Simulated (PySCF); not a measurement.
## [Hf(F)(NH2)3] (charge 0, multiplicity 1)

Computed with PBE-D3(BJ)/def2-TZVP // r2SCAN-D4/def2-SVP in PySCF.

```json
{
  "HOMO": "-5.64 eV",
  "dipole_moment": "2.00 D",
  "HOMO–LUMO gap": "4.91 eV",
  "LUMO": "-0.73 eV",
  "charge on the central atom (Mulliken)": "1.27 e",
  "total_energy": "-315.7943 Ha",
  "cost": "very roughly 2.3 core-minutes"
}
```

```xyz
11

Hf     0.1141    -0.0420    -0.0548
F      0.8807     1.7294     0.1370
N     -1.6465    -0.2149     0.9680
H     -1.8254     0.1706     1.8958
H     -2.5216    -0.6037     0.6205
N     -0.2757    -0.4859    -2.0110
H     -0.0323    -1.3428    -2.5051
H     -0.6661     0.1650    -2.6931
N      1.3716    -1.4879     0.6551
H      2.3828    -1.5026     0.5192
H      1.1320    -2.2564     1.2793
```
Charge 0, spin multiplicity 1.
